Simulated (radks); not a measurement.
Numerical settings for the technetium ion Tc26+, [Ne] 3s2 3p5. Calculated with a radial shooting solver on a logarithmic mesh with Libxc functionals: Dirac Kohn-Sham, PBE, spin-unpolarised, spherical densities, finite nucleus; open shells are shared between the two j in proportion to 2j + 1; Fermi nuclear charge, rms radius 4.4112 fm. The defaults (mesh step 0.008 in ln r, mesh end at 40 bohr or more with all orbitals vanishing there, Anderson mixing 0.5 over 9 steps, residual threshold near 1e-9 with the energy settled to 1e-9 hartree or 1e-11 of itself, here a cap of 72 iterations) give E = -3833.3644 hartree and 3p3/2 at -1388.2 eV in 14 iterations. Run on one thread of a shared host, so times are rough (Intel(R) Xeon(R) 6975P-C): 0.04 s of CPU time, 0.04 s wall, 14 iterations on 2189 mesh points. Changes against that run (0 stands for a change within the tolerance of the run):

[
 {"setting": "mesh step in ln r 0.003", "iterations": "15", "converged": "yes", "E (mhartree)": "0", "e(3p3/2) (meV)": "0", "CPU (s)": "0.11"},
 {"setting": "mesh step in ln r 0.012", "iterations": "13", "converged": "yes", "E (mhartree)": "0", "e(3p3/2) (meV)": "0", "CPU (s)": "0.03"},
 {"setting": "mesh step in ln r 0.02", "iterations": "13", "converged": "yes", "E (mhartree)": "+0.00017", "e(3p3/2) (meV)": "0", "CPU (s)": "0.02"},
 {"setting": "mesh end (bohr) 3", "iterations": "14", "converged": "yes", "E (mhartree)": "0", "e(3p3/2) (meV)": "0", "CPU (s)": "0.05"},
 {"setting": "mesh end (bohr) 12", "iterations": "14", "converged": "yes", "E (mhartree)": "0", "e(3p3/2) (meV)": "0", "CPU (s)": "0.04"},
 {"setting": "residual threshold 0.01", "iterations": "7", "converged": "yes", "E (mhartree)": "0", "e(3p3/2) (meV)": "+0.415", "CPU (s)": "0.03"},
 {"setting": "residual threshold 1e-05", "iterations": "8", "converged": "yes", "E (mhartree)": "0", "e(3p3/2) (meV)": "+0.241", "CPU (s)": "0.03"},
 {"setting": "mixing 0.05", "iterations": "20", "converged": "yes", "E (mhartree)": "0", "e(3p3/2) (meV)": "0", "CPU (s)": "0.06"},
 {"setting": "linear mixing, mixing 0.2", "iterations": "72", "converged": "no", "E (mhartree)": "0", "e(3p3/2) (meV)": "-0.0181", "CPU (s)": "0.17"},
 {"setting": "linear mixing, mixing 0.8", "iterations": "23", "converged": "yes", "E (mhartree)": "0", "e(3p3/2) (meV)": "0", "CPU (s)": "0.05"},
 {"setting": "mixing history 2", "iterations": "21", "converged": "yes", "E (mhartree)": "0", "e(3p3/2) (meV)": "0", "CPU (s)": "0.06"},
 {"setting": "iteration cap 8", "iterations": "8", "converged": "no", "E (mhartree)": "0", "e(3p3/2) (meV)": "+0.126", "CPU (s)": "0.03"}
]

No run marked as converged misses the energy by more than 1 mhartree. A mesh that ends early acts as a hard wall.
